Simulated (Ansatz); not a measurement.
```yaml
atoms:
  - { symbol: C, position_ang: [1.1994, 0.0000, 0.0000] }
  - { symbol: C, position_ang: [0.3706, 1.1407, 0.0000] }
  - { symbol: C, position_ang: [-0.9704, 0.7050, 0.0000] }
  - { symbol: C, position_ang: [-0.9704, -0.7050, 0.0000] }
  - { symbol: C, position_ang: [0.3706, -1.1407, 0.0000] }
  - { symbol: H, position_ang: [2.2844, 0.0000, 0.0000] }
  - { symbol: H, position_ang: [0.7059, 2.1726, 0.0000] }
  - { symbol: H, position_ang: [-1.8481, 1.3428, 0.0000] }
  - { symbol: H, position_ang: [-1.8481, -1.3428, 0.0000] }
  - { symbol: H, position_ang: [0.7059, -2.1726, 0.0000] }
```

Basis set: def2-TZVP (spherical functions). Charge 0, multiplicity 2.

Computed with Ansatz (development build ahead of 0.2.0); each method stands on the lowest determinant of its kind that the runs found. Restricted functionals stand beside restricted open-shell atoms, which can lie above the unrestricted atoms usual in DFT and then raise those values.

The atomization energy at this shape (free ground-state atoms in the same class of orbitals less the molecule, no zero-point energy) of doublet C₅H₅:

```json
{"method": "ωB97X (unrestricted)", "atomization energy": "1085.79 kcal/mol"}
{"method": "PBE0 (unrestricted)", "atomization energy": "1102.18 kcal/mol"}
{"method": "PBE0 (restricted open-shell)", "atomization energy": "1106.23 kcal/mol"}
{"method": "ROHF", "atomization energy": "815.90 kcal/mol"}
```

What does UHF give?

810.64 kcal/mol. Caution for UHF: the unrestricted determinant is spin contaminated.

The shape needn't be a minimum at these levels.
